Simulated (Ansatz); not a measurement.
System: CH$_{6}$ClSi$_{2}$ (charge 0, doublet). It need not be the lowest isomer of its formula. 
Structure (B3LYP-D3(BJ)/def2-TZVP (Ansatz, an electronic-structure program) minimum search):
```xyz
10

C      2.4047    -0.5004     0.1215
Si     1.0861     0.4033     1.1176
Si    -1.0839    -0.1497     0.4686
Cl    -1.1882     0.1248    -1.5938
H      3.3991    -0.1131     0.3480
H      2.2217    -0.3808    -0.9468
H      2.3959    -1.5689     0.3534
H      1.2842     0.2197     2.5828
H     -2.0904     0.7323     1.0996
H     -1.4705    -1.5598     0.7217
```
Charge 0, spin multiplicity 2.

Dipole moments at this geometry, in debye (magnitudes).

```csv
level,program,dipole (D)
SVWN5/def2-TZVPD,Ansatz,1.74
BLYP/def2-TZVPD,Ansatz,1.67
revPBE/def2-TZVPD,Ansatz,1.67
B97M-V/def2-TZVPD,Ansatz,1.69
B3LYP/def2-TZVPD,Ansatz,1.71
PBE0/def2-TZVPD,Ansatz,[?]
BHLYP/def2-TZVPD,Ansatz,1.76
r2SCANh/def2-TZVPD,Ansatz,1.71
CAM-B3LYP/def2-TZVPD,Ansatz,1.75
LC-wPBE/def2-TZVPD,Ansatz,1.77
wB97M-V/def2-TZVPD,Ansatz,1.70
wB97X-V/def2-TZVPD,Ansatz,1.75
CCSD(T)/aug-cc-pV(D+d)Z,Ansatz,[?]
```

Problem. What belongs in the gaps?

Solution. 
- PBE0/def2-TZVPD, dipole (D): 1.73
- CCSD(T)/aug-cc-pV(D+d)Z, dipole (D): 1.68
